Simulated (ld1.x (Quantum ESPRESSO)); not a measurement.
## How hard is this Al TM potential?

* Element: aluminium (Al)
* Generator: ld1.x (Quantum ESPRESSO) 7.5
* Type: norm-conserving Troullier–Martins (Kleinman–Bylander form)
* Functional: LDA (PZ)
* Relativity: scalar-relativistic
* Frozen core: [Ne]
* Valence charge: 3
* Reference configuration: 3s2 3p0.5 (charge +0.5)
* Partial waves: 3s (bound): rc 1.60 bohr; 3p (bound): rc 2.40 bohr
* Local potential: the p channel
* Core correction: a·sin(br)/r model core inside 1.35 bohr

The pseudo-atom Hamiltonian at the reference potential is diagonalised in spherical Bessel functions j_l(qr) that vanish at 20 bohr, with q² up to the cutoff. All-electron valence levels (Ry): 3s -0.8220, 3p -0.4251.

Question: How do the lowest levels (Ry) of each channel move with the cutoff, and are there ghosts?

Answer:

```json
{"cutoff (Ry)": "8", "s #1": "-0.8105", "s #2": "-0.1352", "p #1": "-0.4247", "d #1": "-0.0585", "d #2": "0.0267", "f #1": "0.0314", "Σ f·Δε (mRy)": "23.2"}
{"cutoff (Ry)": "15", "s #1": "-0.8151", "s #2": "-0.1362", "p #1": "-0.4251", "d #1": "-0.0585", "d #2": "0.0267", "f #1": "0.0314", "Σ f·Δε (mRy)": "13.8"}
{"cutoff (Ry)": "21", "s #1": "-0.8181", "s #2": "-0.1367", "p #1": "-0.4251", "d #1": "-0.0585", "d #2": "0.0267", "f #1": "0.0314", "Σ f·Δε (mRy)": "7.8"}
{"cutoff (Ry)": "35", "s #1": "-0.8213", "s #2": "-0.1373", "p #1": "-0.4251", "d #1": "-0.0585", "d #2": "0.0267", "f #1": "0.0314", "Σ f·Δε (mRy)": "1.3"}
{"cutoff (Ry)": "45", "s #1": "-0.8214", "s #2": "-0.1374", "p #1": "-0.4251", "d #1": "-0.0585", "d #2": "0.0267", "f #1": "0.0314", "Σ f·Δε (mRy)": "1.2"}
{"cutoff (Ry)": "60", "s #1": "-0.8218", "s #2": "-0.1374", "p #1": "-0.4251", "d #1": "-0.0585", "d #2": "0.0267", "f #1": "0.0314", "Σ f·Δε (mRy)": "0.3"}
{"cutoff (Ry)": "400", "s #1": "-0.8220", "s #2": "-0.1375", "p #1": "-0.4251", "d #1": "-0.0585", "d #2": "0.0267", "f #1": "0.0314", "Σ f·Δε (mRy)": "0.0"}
```

Result: no extra level below or beside the all-electron valence levels (s, p, d, f tested); 10 mRy is reached at 21 Ry and 1 mRy at 50 Ry.
